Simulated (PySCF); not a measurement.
**The potential of point charges around `C/N=C/C1COC1`**

Species: `N(=C\C1COC1)/C`. Coordinates (GFN2-xTB, Å) and charges (e) from the PBE0/pcSseg-1 density (PySCF):

```json
{"atom": "C1", "x": "2.859", "y": "-0.131", "z": "0.453", "Mulliken": "-0.1021", "IAO": "-0.3056", "Hirshfeld": "-0.0731", "ESP-fitted": "-0.0987"}
{"atom": "N2", "x": "1.526", "y": "0.081", "z": "0.918", "Mulliken": "-0.4112", "IAO": "-0.2629", "Hirshfeld": "-0.1483", "ESP-fitted": "-0.5006"}
{"atom": "C3", "x": "0.549", "y": "-0.039", "z": "0.141", "Mulliken": "+0.1497", "IAO": "+0.0244", "Hirshfeld": "+0.0411", "ESP-fitted": "+0.3826"}
{"atom": "C4", "x": "-0.839", "y": "0.168", "z": "0.623", "Mulliken": "-0.4353", "IAO": "-0.1611", "Hirshfeld": "-0.0392", "ESP-fitted": "-0.3787"}
{"atom": "C5", "x": "-1.850", "y": "-0.931", "z": "0.247", "Mulliken": "+0.1749", "IAO": "-0.0426", "Hirshfeld": "+0.0086", "ESP-fitted": "+0.3662"}
{"atom": "O6", "x": "-2.640", "y": "-0.012", "z": "-0.507", "Mulliken": "-0.5140", "IAO": "-0.4274", "Hirshfeld": "-0.1812", "ESP-fitted": "-0.5184"}
{"atom": "C7", "x": "-1.737", "y": "1.063", "z": "-0.250", "Mulliken": "+0.1761", "IAO": "-0.0431", "Hirshfeld": "+0.0085", "ESP-fitted": "+0.3753"}
{"atom": "H8", "x": "3.304", "y": "-0.922", "z": "1.055", "Mulliken": "+0.1232", "IAO": "+0.1595", "Hirshfeld": "+0.0505", "ESP-fitted": "+0.1143"}
{"atom": "H9", "x": "3.430", "y": "0.781", "z": "0.630", "Mulliken": "+0.1232", "IAO": "+0.1593", "Hirshfeld": "+0.0505", "ESP-fitted": "+0.1133"}
{"atom": "H10", "x": "2.917", "y": "-0.401", "z": "-0.611", "Mulliken": "+0.0830", "IAO": "+0.1095", "Hirshfeld": "+0.0326", "ESP-fitted": "+0.0326"}
{"atom": "H11", "x": "0.654", "y": "-0.305", "z": "-0.923", "Mulliken": "+0.0710", "IAO": "+0.0922", "Hirshfeld": "+0.0364", "ESP-fitted": "+0.0414"}
{"atom": "H12", "x": "-0.827", "y": "0.430", "z": "1.680", "Mulliken": "+0.1294", "IAO": "+0.1586", "Hirshfeld": "+0.0465", "ESP-fitted": "+0.1098"}
{"atom": "H13", "x": "-1.449", "y": "-1.732", "z": "-0.382", "Mulliken": "+0.0999", "IAO": "+0.1294", "Hirshfeld": "+0.0385", "ESP-fitted": "-0.0262"}
{"atom": "H14", "x": "-2.407", "y": "-1.364", "z": "1.081", "Mulliken": "+0.1163", "IAO": "+0.1401", "Hirshfeld": "+0.0450", "ESP-fitted": "+0.0102"}
{"atom": "H15", "x": "-1.272", "y": "1.430", "z": "-1.170", "Mulliken": "+0.0998", "IAO": "+0.1295", "Hirshfeld": "+0.0386", "ESP-fitted": "-0.0298"}
{"atom": "H16", "x": "-2.225", "y": "1.891", "z": "0.270", "Mulliken": "+0.1162", "IAO": "+0.1401", "Hirshfeld": "+0.0450", "ESP-fitted": "+0.0067"}
```

Points outside the species (Å): A (3.8, -3.1, 3.8); B (4.1, -4.5, -3.9); C (-2.9, -5.5, 1.9); D (-4.2, -3.2, -2.1); E (-4.3, 3.7, 2.6).

Problem. Find the potential V = 14.3996 V·Å × Σ q/r of each set of charges at these points.

Solution. In volts:

| point | nearest atom | distance (Å) | Mulliken | IAO | Hirshfeld | ESP-fitted |
| --- | --- | --- | --- | --- | --- | --- |
| A | H8 | 3.54 | +0.016 | +0.061 | +0.012 | +0.006 |
| B | H10 | 5.39 | +0.100 | +0.068 | +0.032 | +0.080 |
| C | H14 | 4.25 | +0.060 | +0.045 | +0.020 | +0.046 |
| D | H13 | 3.56 | -0.194 | -0.267 | -0.099 | -0.183 |
| E | H16 | 3.61 | -0.021 | +0.010 | +0.003 | -0.006 |

Problem. How far are the other sets from the ESP-fitted one at these points?

Solution. Root-mean-square difference: Mulliken 0.015 V, Hirshfeld 0.045 V, IAO 0.046 V. The ESP scheme is a least-squares fit of atom-centred charges to the potential on four shells outside the van der Waals surface, with the total charge fixed.

Problem. What energy would a point charge of -1 e have at D in the field of the ESP charges, leaving out polarisation?

Solution. +0.183 eV = +17.7 kJ/mol, a repulsion.

Geometry: GFN2-xTB, one conformer, isolated molecule.

The values belong to the conformer `[CH3:1]/[N:2]=[CH:3]/[CH:4]1[CH2:5][O:6][CH2:7]1`: N2–C3–C4–C5 -131°.
